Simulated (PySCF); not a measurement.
A structure optimised at TPSSh-D3(BJ)/def2-SVP, used in a PySCF frequency run:

```
C
N 1 1.2774
H 1 1.1143 2 123.26
C 1 1.4980 3 114.66 2 180.00
H 4 1.0977 1 110.41 3 180.00
H 4 1.1034 5 109.93 1 121.40
H 4 1.1034 5 109.93 6 117.20
Ge 2 1.8464 1 117.95 3 0.00
H 8 1.5399 2 115.38 1 0.00
Cl 8 2.1537 9 109.00 3 120.97
Cl 8 2.1537 9 109.00 3 -120.97
```

Question: Write its SMILES, formula and point group.

Answer: C/C=[N]/[GeH]([Cl])[Cl], C2H5Cl2GeN, Cs

Question: What are its rotational constants (standard atomic weights)?

Answer: 2.0475, 1.0320, 0.74500 GHz
